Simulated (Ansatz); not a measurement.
Reaction (formal exchange of groups at a B–C bond): `BC#C` + `N[SiH2]P` → `B[SiH](N)P` + acetylene

Calculated with Ansatz (gas phase, PBE0-D4/def2-TZVP geometries, no zero-point term in ΔE). CCSD(T)/CBS is the MP2 limit (def2-TZVPP, def2-QZVPP) plus CCSD(T) − MP2 in def2-TZVPP, frozen cores. This one scheme is used for every species. DFT in def2-TZVPP. B3LYP here is the variant with VWN-RPA as its local correlation; programs differ in this. Each species was taken in one conformer, which may not be the lowest.

CCSD(T)/CBS gives +15.0 kcal/mol.

(1) Another level gave +13.6 kcal/mol. Which?
A. B3LYP/def2-TZVPP
B. CCSD/def2-TZVPP
C. r2SCAN/def2-TZVPP
D. RPA@PBE/def2-TZVPP

Largest T1 diagnostic among the species: 0.016.

## Answers

(1) C. r2SCAN 13.6, B3LYP 18.9, CCSD/def2-TZVPP 17.4, RPA@PBE/def2-TZVPP 16.3 kcal/mol.

At CCSD(T), def2-SVP lies +1.2 kcal/mol from the extrapolated value and def2-TZVPP +0.3 kcal/mol. From PBE to PBE0 (25 % exact exchange), in def2-TZVPP and without D4, ΔE moves by +2.0 kcal/mol. The D4 term adds −1.6 kcal/mol with B3LYP and −0.9 kcal/mol with PBE0; it sums over pairs of atoms, weighted by their polarisabilities, and B3LYP, whose exchange is more repulsive, gets the larger term.
